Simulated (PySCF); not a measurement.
Computed shifts of a molecule C₄H₇FSi, PBE/pcSseg-1 (PySCF), GIAO, gas phase, atoms alike by connectivity averaged where their shifts nearly agree, in ppm (number of nuclei): ¹⁹F: -200.2 (1). ¹³C: 151.1 (1), 145.6 (1), 95.8 (1), 50.1 (1). ²⁹Si: -63.1 (1). ¹H: 6.77 (1), 6.64 (1), 4.38 (3), 3.33 (1), 3.21 (1). References: ¹⁹F against CFCl3 (σ = 133.6 ppm); ¹³C against TMS (σ = 182.0 ppm); ²⁹Si against TMS (σ = 335.4 ppm); ¹H against TMS (σ = 31.49 ppm), references at their B3LYP-D3(BJ)/def2-TZVP geometries, non-relativistic. The structure is a stationary point at PBE0-D3(BJ)/def2-SVP. One conformer was computed; it need not be the lowest.

Task: Pick the molecule that these values belong to.
A. C#C[C@H](F)C[SiH3]
B. CC#CC[SiH2]F
C. F[C@]1([SiH3])C=CC1
D. F[C@@H]1C=CC[SiH2]1

Result: C, F[C@]1([SiH3])C=CC1
